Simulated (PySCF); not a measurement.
Static response to an electric field

C5H7F2NSi.
SMILES with atom numbers: `[F:1][CH:2]([F:3])[SiH2:4][n:5]1[cH:6][cH:7][cH:8][cH:9]1` (hydrogens: H10 on C2; H11, H12 on Si4; H13 on C6; H14 on C7; H15 on C8; H16 on C9)

Structure used (GFN2-xTB), in Å, numbered top down from 1:
```
atom  x, y, z in Å
F1    -2.567   -0.566    1.468
C2    -2.437    0.376    0.491
F3    -3.691    0.566   -0.008
Si4   -1.267   -0.243   -0.921
N5     0.355   -0.083   -0.314
C6     0.778   -0.060    0.997
C7     2.135   -0.029    1.033
C8     2.588   -0.037   -0.311
C9     1.484   -0.074   -1.100
H10   -2.151    1.314    0.989
H11   -1.610   -1.638   -1.191
H12   -1.445    0.668   -2.048
H13    0.068   -0.074    1.800
H14    2.752   -0.001    1.909
H15    3.609   -0.016   -0.637
H16    1.392   -0.093   -2.168
```

Level: PBE0/def2-SVPD (PySCF), static field, nuclei fixed, core orbitals frozen in the response. The polarisability tensor in these axes (au):

```
x   110.75   0.26   2.59
y     0.26  66.32   1.10
z     2.59   1.10  91.30
```

What are the eigenvalues, a third of the trace, and Δα (Δα² = ½Σ(αi − αj)² over the three pairs)?

Principal values 66.27, 91.00 and 111.09 au; mean 89.46 au = 13.26 Å³ = 14.75 × 10⁻⁴⁰ C²·m²/J; Δα = 38.88 au (43 % of the mean).

What is the dipole moment, and where does it point?

(0.84, 0.61, -1.11) D, 1.52 D in size, pointing from the negative to the positive side. Measured along this direction, the outermost atoms are F1 at the negative end and H15 at the positive end.

Directions of the eigenvectors, and the extent of the frame along each?

Largest value along (0.99, 0.01, 0.13), where the nuclei span 7.15 Å; middle along (-0.13, 0.04, 0.99), 4.10 Å; least along (0.00, 1.00, -0.04), 2.86 Å. The response follows the extents in order.

Give the eigenvalues of the traceless quadrupole moment Θ = ½Σq(3rr − r²1), origin at the centre of nuclear charge.

-7.38, -1.14, 8.53 D·Å. The values depend on the origin, since the dipole doesn't vanish. The electronic extent ⟨r²⟩ about the same centre is 1631 bohr², a root-mean-square distance of 2.45 Å for the 76 electrons.

Estimate the molar refractivity from the static electronic polarisability.

Lorentz–Lorenz: R = (4π/3)N_A α = 2.5225 cm³/(mol·Å³) × 13.26 Å³ = 33.4 cm³/mol, in the limit of long wavelengths.

The structure is a single GFN2-xTB conformer in the gas phase; no vibrational or solvent corrections.
